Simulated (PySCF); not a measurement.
Correlation energy of Au (gold, neutral)

[Xe] 4f14 5d9 6s1 6p1, one real determinant (an excited configuration). Computed with PySCF 2.14 in x2c-TZVPPall (11s7p7d3f1g, 97 functions), with the spin-free X2C one-electron Hamiltonian (Gaussian nucleus). Frozen: [Kr] 4d10 4f14; 19 electrons correlated.

MP2 pair energies summed by pair of shells (mhartree):

```
 pair   energy  share (%)
5d-5d  -242.09       45.8
5p-5d  -140.33       26.6
5d-6s   -38.34        7.3
5p-5p   -37.51        7.1
5s-5d   -22.74        4.3
5s-5p   -17.26        3.3
5d-6p   -16.29        3.1
5p-6s    -6.24        1.2
5s-5s    -2.89        0.5
5p-6p    -2.09        0.4
6s-6p    -1.81        0.3
5s-6s    -0.46        0.1
5s-6p    -0.17        0.0
```

Total MP2 correlation energy: -528.22 mhartree.

Same-spin part -182.17 and opposite-spin part -346.05 mhartree; SCS-MP2 scales them by 1/3 and 6/5 to -475.99 mhartree.

The basis was made for the ground configuration and has no added diffuse functions, which can raise the energy of the promoted electron.

The reference is one real determinant that mixes LS terms of this configuration.

This basis was not built for core-valence correlation, so the inner-shell part is incomplete.
